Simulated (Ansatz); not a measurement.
Stepwise reaction of `SB(S)S` with hydrogen, as a gas-phase model of exchange steps in deposition or etching. ΔE in kJ/mol; ΔG adds harmonic PBE0-D4 terms to CCSD(T)/CBS, at 1 bar.

Computed with Ansatz on PBE0-D4/def2-TZVP structures; ΔE is electronic, products minus reactants. CCSD(T)/CBS adds triple-zeta CCSD(T) − MP2 to the extrapolated MP2 energy (def2 sets, frozen cores). This one scheme is used for every species. Functionals use def2-TZVPP. B3LYP here is the variant with VWN-RPA as its local correlation; programs differ in this. Each species was taken in one conformer, which may not be the lowest.

```json
{"step": "1", "reaction": "`SB(S)S` + H₂ → `SBS` + H₂S", "PBE-D4": "39.4", "B3LYP-D4": "31.6", "ωB97M-V": "30.2", "CCSD(T)/CBS": "33.4", "ΔG(400 K)": "29.6"}
{"step": "2", "reaction": "`SBS` + H₂ → `BS` + H₂S", "PBE-D4": "64.6", "B3LYP-D4": "54.3", "ωB97M-V": "52.7", "CCSD(T)/CBS": "54.3", "ΔG(400 K)": "46.6"}
{"step": "3", "reaction": "`BS` + H₂ → BH₃ + H₂S", "PBE-D4": "101.6", "B3LYP-D4": "86.7", "ωB97M-V": "85.7", "CCSD(T)/CBS": "85.7", "ΔG(400 K)": "81.3"}
```

**Question.** By hand: ΔE of the 3 steps together at CCSD(T)/CBS.

**Answer.** (33.4) + (54.3) + (85.7) = 173.4 kJ/mol, or 57.8 kJ/mol a step.

In ΔE each step is higher than the one before. All are uphill at CCSD(T)/CBS. ΔG lies between 29.6 and 81.3 kJ/mol a step. PBE-D4 differs from CCSD(T)/CBS by 6.0 to 15.9 kJ/mol a step. Isolated molecules leave out the surface, adducts and barriers. Largest T1 diagnostic: 0.015.
